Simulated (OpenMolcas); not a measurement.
A calculation on Sn III.

```json
{
  "Program": "OpenMolcas 26.06",
  "Method": "CASSCF",
  "Basis": "ANO-RCC-VQZP [8s7p5d3f2g]",
  "Scalar Hamiltonian": "DKH2, point nucleus",
  "Active space": "2 electrons in 8 orbitals (5s 5p 6s 6p)",
  "State averaging": "2S+1 = 3 even, 3 roots; 2S+1 = 1 even, 7 roots; 2S+1 = 3 odd, 3 roots; 2S+1 = 1 odd, 3 roots",
  "Spin-orbit coupling": "RASSI with atomic mean-field integrals over the reference wave functions, term energies averaged over their components"
}
```

Question: Which level of the active space comes out lowest?

Answer: 5s2 1S0, with 100 % of that term; it is also the measured ground level.

Question: How high does 5p2 3P1 lie?

Answer: 126386 cm-1 above the lowest level; measured 130120 cm-1 above the ground level, so the calculation is off by -3 %.

Question: How high does 5s 5p 3P* 0 lie?

Answer: 49643 cm-1 above the lowest level; measured 53548 cm-1 above the ground level, so the calculation is off by -7 %.

Question: How high does 5p2 3P2 lie?

Answer: 128806 cm-1 above the lowest level; measured 134567 cm-1 above the ground level, so the calculation is off by -4 %.

Measured values: Moore, Atomic Energy Levels, vol. III, NSRDS-NBS 35 (1971 reprint of NBS Circular 467, 1958).

The run also gave levels led by 5s 6s, which use shells meant for correlation; these and all levels above them are left out. The ¹D term of p² mixes with s d, which this space lacks. Computed and measured levels are paired by configuration, term and J; levels that our copy of the source lacks, or whose pairing is in doubt (as where it misses far off the trend of its configuration), stay unpaired and out of the deviations. Only configurations of the active space appear.

* marks odd parity.
